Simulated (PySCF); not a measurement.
# Reading the logs of faulty runs: B2H4NO cation

All numbers below are calculated, not measured. They come from PySCF 2.14.0, an open-source quantum chemistry program, on an isolated molecule that a program drew, which may never have been made. The molecule is B2H4NO cation (charge +1, singlet), drawn as the SMILES string `N[B+]BO`.

Each row is a Hartree-Fock (HF) and frozen-core CCSD(T) single point in the cc-pVDZ basis, meant for a local HF minimum. Run 1 is clean. Each other run has one planted mistake out of seven kinds, and not every kind appears here: one electron removed, one electron added, multiplicity raised by two, geometry at a saddle point, minimal basis STO-3G, one bond length entered in bohr, all coordinates scaled. The reference is restricted for singlets and unrestricted otherwise, and also for a bond in bohr. Adding or removing an electron swaps singlet and doublet. Electrons count all cores. HOMO and LUMO are orbital energies over both spins, the gradient is its largest component, and the lowest frequency (negative if imaginary) is given only where the gradient is small. Bond lengths are over the 7 bonds as drawn. T1 is the CCSD diagnostic: over 0.02 (restricted) or 0.045 (unrestricted) a single reference is doubtful.

Geometry of the clean run:
```xyz
8
B2H4NO cation, angstrom
N     1.3615    3.0053   -1.1478
B     1.2957    1.9956   -0.2992
B     1.3870    0.6458    0.8124
O     0.3549    0.0895    1.4083
H     2.2346    3.3359   -1.5352
H     0.5523    3.5167   -1.4695
H     2.4986    0.2575    0.9924
H    -0.5290    0.3968    1.2664
```

| run | electrons | basis functions | <S^2> | HOMO (eV) | LUMO (eV) | gradient (hartree/bohr) | lowest frequency (cm^-1) | mean bond (Å) | longest bond (Å) | T1 | HF (hartree) | CCSD(T) (hartree) | mistake |
|---|---|---|---|---|---|---|---|---|---|---|---|---|---|
| 1 | 28 | 76 | 0.000 | -17.94 | -4.11 | 7.5e-06 | 144 | 1.2207 | 1.751 | 0.0175 | -180.82439 | -181.36356 | no fault |
| 2 | 28 | 24 | 0.000 | -16.32 | -1.41 | 5.9e-02 | - | 1.2207 | 1.751 | 0.0245 | -178.50261 | -178.72246 | minimal basis STO-3G |
| 3 | 29 | 76 | 0.770 | -6.04 | 2.62 | 4.9e-02 | - | 1.2207 | 1.751 | 0.0171 | -181.00970 | -181.56179 | one electron added |
| 4 | 27 | 76 | 0.787 | -24.41 | -14.74 | 5.4e-02 | - | 1.2207 | 1.751 | 0.0612 | -180.21264 | -180.74270 | one electron removed |
| 5 | 28 | 76 | 2.070 | -13.76 | -8.10 | 5.4e-02 | - | 1.2207 | 1.751 | 0.0283 | -180.65774 | -181.19460 | ? |

**Which mistake was planted in run 5, and what did it cost?**

Electrons, basis and geometry are unchanged, and <S^2> is 2.070, beside S(S+1) = 2.00 for a multiplicity of 3. So the mistake is: multiplicity raised by two. Subtracting run 1 and multiplying by 627.51 kcal/mol a hartree, the energy moved by 104.6 kcal/mol in HF and 106.0 kcal/mol in CCSD(T).

Cautions from the logs. Run 2: T1 is over the limit, so its CCSD(T) energy is less reliable; run 4: T1 is over the limit, so its CCSD(T) energy is less reliable.
